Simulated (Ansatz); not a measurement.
Consider the ligand exchange at the Si–Se bond: `CO[SiH2][Se]C` + `CO[SiH2]S` → `CO[SiH2]S[SiH2]OC` + `C[SeH]`.

Isolated molecules relaxed with PBE0-D4/def2-TZVP in Ansatz; ΔE leaves out vibrations. CBS: MP2 limit from def2 TZ/QZ plus the TZ coupled-cluster correction, frozen cores. This one scheme is used for every species. Functionals use def2-TZVPP. B3LYP here is the variant with VWN-RPA as its local correlation; programs differ in this. For Se outer-core shells are correlated without core-valence functions, which leaves a few kJ/mol of doubt a bond. Scalar relativity is left out up to krypton. Each species was taken in one conformer, which may not be the lowest.

| level | ΔE (kcal/mol) | difference from CCSD(T)/CBS |
| --- | --- | --- |
| PBE-D4 | -0.7 | -0.1 |
| r2SCAN-D4 | -1.1 | -0.5 |
| ωB97X-V | -1.4 | -0.8 |
| ωB97M-V | -1.3 | -0.7 |
| PBE | 0.7 | 1.3 |
| PBE0 | 0.2 | 0.8 |
| B3LYP | 0.5 | 1.1 |
| HF/def2-TZVPP | -0.3 | 0.3 |
| SCS-MP2/def2-TZVPP | -1.0 | -0.4 |
| CCSD/CBS(def2) | -0.4 | 0.2 |
| CCSD(T)/CBS | -0.6 | 0 |

Largest T1 diagnostic among the species: 0.012.

The D4 term adds −2.0 kcal/mol with B3LYP and −1.3 kcal/mol with PBE0; it sums over pairs of atoms, weighted by their polarisabilities, and B3LYP, whose exchange is more repulsive, gets the larger term. In def2-TZVPP, CCSD(T) changes the Hartree–Fock value by −0.8 kcal/mol (the triples alone add −0.2 kcal/mol) and MP2 by −0.8 kcal/mol.
